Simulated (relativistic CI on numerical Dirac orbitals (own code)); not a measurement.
**Radial parameters of Pb46+**

Method of calculation: Dirac-Coulomb-Breit CI, orbitals from a KLI potential per configuration, model QED, unscaled Slater integrals (own radial code, finite nucleus).

Slater integrals F^k, G^k are unscaled and averaged over j, outside the closed core [Ar] 3d10; ζ comes from projecting the Hamiltonian with its Breit term on Σ l·s of the shell.

- 4s2 4p5 4d: ζ(4p) = 864490, F^2(4p,4d) = 280280, G^1(4p,4d) = 345000, G^3(4p,4d) = 221780, ζ(4d) = 108490 cm⁻¹; <r>(4p) = 0.3572, <r^2>(4p) = 0.1447, <r>(4d) = 0.3553, <r^2>(4d) = 0.1444 (bohr units).
- 4s 4p6 4d: G^2(4s,4d) = 276150, ζ(4d) = 108970 cm⁻¹; <r>(4s) = 0.3466, <r^2>(4s) = 0.1353, <r>(4d) = 0.3554, <r^2>(4d) = 0.1445 (bohr units).
- 4s2 4p5 4f: ζ(4p) = 862280, F^2(4p,4f) = 285830, G^2(4p,4f) = 216860, G^4(4p,4f) = 161900, ζ(4f) = 20864 cm⁻¹; <r>(4p) = 0.3575, <r^2>(4p) = 0.1449, <r>(4f) = 0.3273, <r^2>(4f) = 0.1208 (bohr units).

Averages of the first 10 configurations, taken without configuration mixing, which lowers the lowest level and can move excited configurations by several eV; other configurations of the list can lie among them:

```json
{"Configuration": "4s2 4p6", "Parity": "even", "States": "1", "Average energy above the lowest level (eV)": "0.3"}
{"Configuration": "4s2 4p5 4d", "Parity": "odd", "States": "60", "Average energy above the lowest level (eV)": "261.9"}
{"Configuration": "4s 4p6 4d", "Parity": "even", "States": "20", "Average energy above the lowest level (eV)": "506.1"}
{"Configuration": "4s2 4p5 4f", "Parity": "even", "States": "84", "Average energy above the lowest level (eV)": "503.5"}
{"Configuration": "4s 4p6 4f", "Parity": "odd", "States": "28", "Average energy above the lowest level (eV)": "748.0"}
{"Configuration": "4p6 4d 4f", "Parity": "odd", "States": "140", "Average energy above the lowest level (eV)": "1256.6"}
{"Configuration": "4s2 4p5 5s", "Parity": "odd", "States": "12", "Average energy above the lowest level (eV)": "961.7"}
{"Configuration": "4p6 4d2", "Parity": "even", "States": "45", "Average energy above the lowest level (eV)": "1017.2"}
{"Configuration": "4p5 4d3", "Parity": "odd", "States": "720", "Average energy above the lowest level (eV)": "1275.0"}
{"Configuration": "4p5 4d2 4f", "Parity": "even", "States": "3780", "Average energy above the lowest level (eV)": "1511.6"}
```
